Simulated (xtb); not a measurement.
Input for xtb: GFN-FF on H2O2Sn (SMILES [OH][Sn][OH]).

```
$ xtb mol.xyz --gfnff --sp --chrg 0 --uhf 0
5

Sn     0.21992342     0.12080240    -1.22573629
O      1.64947977    -0.38405496     0.05259137
H      1.33001265    -0.43808816     0.96278964
O     -1.15124633     0.23044068     0.23279668
H     -2.04806951     0.47080004    -0.02244140
```

Output:

```
[...]
           -------------------------------------------------
          |                Calculation Setup                |
           -------------------------------------------------



          ==================== Thresholds ====================
          CN  :   150.00000
          rep :   500.00000
          disp:  2500.00000
          HB1 :   250.00000
          HB2 :   450.00000

          Pauling EN used:
          Z : 1  EN :  2.20
          Z : 8  EN :  3.44
          Z :50  EN :  1.96
          electric field strengths (au): 0.000

           -------------------------------------------------
          |           Force Field Initialization            |
           -------------------------------------------------

          distances ...
          ----------------------------------------
          generating topology and atomic info file ...
          pair mat ...
          computing topology distances matrix with Floyd-Warshall algo ...
          making topology EEQ charges ...
          #fragments for EEQ constrain: 1
          ----------------------------------------
          generating topology and atomic info file ...
          pair mat ...
          computing topology distances matrix with Floyd-Warshall algo ...
          making topology EEQ charges ...
          #fragments for EEQ constrain: 1
          rings ...
          # BATM   6
          # H in HB   2
          doing iterative Hueckel for 2 subsystem(s) ...

  atom   neighbors  erfCN metchar sp-hybrid imet pi  qest     coordinates
    1  Sn      2    1.93   0.06         2    0    0   0.440    0.415595    0.228283   -2.316306
    2  O       2    1.91   0.00         3    0    0  -0.455    3.117065   -0.725759    0.099383
    3  H       1    0.99   0.01         0    0    0   0.236    2.513360   -0.827867    1.819409
    4  O       2    1.91   0.00         3    0    0  -0.455   -2.175540    0.435470    0.439922
    5  H       1    0.98   0.01         0    0    0   0.236   -3.870290    0.889683   -0.042408

          #atoms :   5
          #bonds :   4
          #angl  :   3
          #tors  :   2
          #nmol  :   1
          #optfrag :   1
           -------------------------------------------------
          |                   G F N - F F                   |
          |          A general generic force-field          |
          |                  Version 1.0.3                  |
           -------------------------------------------------
          Number of HB bonds (bound hydrogen)     0
          Number of HB bonds (unbound hydrogen)   12
          Number of XB bonds                      0

 E+G (total)                   0 d,  0 h,  0 min,  0.000 sec
 distance/D3 list               ...        0 min,  0.000 sec (  0.807%)
 non bonded repulsion           ...        0 min,  0.000 sec ( 19.795%)
 dCN                            ...        0 min,  0.000 sec (  3.929%)
 EEQ energy and q               ...        0 min,  0.000 sec ( 11.339%)
 D3                             ...        0 min,  0.000 sec ( 10.264%)
 EEQ gradient                   ...        0 min,  0.000 sec (  9.079%)
 bonds                          ...        0 min,  0.000 sec (  7.684%)
 bend and torsion               ...        0 min,  0.000 sec (  9.805%)
 bonded ATM                     ...        0 min,  0.000 sec (  3.381%)
 HB/XB (incl list setup)        ...        0 min,  0.000 sec ( 17.270%)

         :::::::::::::::::::::::::::::::::::::::::::::::::::::
         ::                     SUMMARY                     ::
         :::::::::::::::::::::::::::::::::::::::::::::::::::::
         :: total energy              -0.502453664016 Eh    ::
Note: The following floating-point exceptions are signalling: IEEE_UNDERFLOW_FLAG IEEE_DENORMAL
normal termination of xtb
         :: gradient norm              0.044694506722 Eh/a0 ::
         ::.................................................::
         :: bond energy               -0.392738982476 Eh    ::
         :: angle energy               0.000260777932 Eh    ::
         :: torsion energy             0.001391973177 Eh    ::
         :: repulsion energy           0.041773076410 Eh    ::
         :: electrostat energy        -0.151824120908 Eh    ::
         :: dispersion energy         -0.001306627756 Eh    ::
         :: HB energy                 -0.000000093152 Eh    ::
         :: XB energy                  0.000000000000 Eh    ::
         :: bonded atm energy         -0.000009667244 Eh    ::
         :: external energy            0.000000000000 Eh    ::
         :: add. restraining           0.000000000000 Eh    ::
         :: total charge              -0.000000000000 e     ::
         :::::::::::::::::::::::::::::::::::::::::::::::::::::

           -------------------------------------------------
          |                Property Printout                |
           -------------------------------------------------

molecular dipole:
                 x           y           z       tot (Debye)
 q only:       -0.552       0.237      -0.795       2.532

           -------------------------------------------------
          | TOTAL ENERGY               -0.502453664016 Eh   |
          | GRADIENT NORM               0.044694506722 Eh/α |
           -------------------------------------------------
########################################################################
[WARNING] Runtime exception occurred
-1- gfnff_setup: Could not read topology file.
########################################################################

------------------------------------------------------------------------
------------------------------------------------------------------------
 total:
 SCF:
```

The run finished.

Cost: around 0.04 core-seconds (rough).
